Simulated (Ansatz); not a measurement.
Fe3⁺. The state is a multiplicity 10 with charge 1. Geometry PBE0-D4/def2-TZVP; atoms count from 1.

```xyz
3

Fe   -0.177    0.947   -1.019
Fe   -1.115   -0.615    0.587
Fe    1.292   -0.332    0.432
```

The charge 1 multiplicity 10 is spin-contaminated (final ⟨S²⟩ up to 24.95, 24.75 for a pure state). The structure comes from a short search, and lower isomers may exist.

Q: Estimate the Mulliken populations from the PBE0/def2-TZVP orbitals of Ansatz.

A: 
| atom | charge (e) | spin (α − β) | d electrons |
| --- | --- | --- | --- |
| Fe1 | 0.33 | 3.00 | 6.84 |
| Fe2 | 0.33 | 3.00 | 6.84 |
| Fe3 | 0.33 | 3.00 | 6.84 |
Mulliken values depend strongly on the basis.

Q: Where does the spin sit?

A: Summed by element: Fe 9.00, of 9 unpaired in all. Largest on single atoms: Fe2 3.00, Fe3 3.00, Fe1 3.00.

Q: And the Mayer bond orders between heavy atoms (over 0.3)?

A: Fe1–Fe2 0.84 (2.43 Å); Fe1–Fe3 0.84 (2.43 Å); Fe2–Fe3 0.84 (2.43 Å).
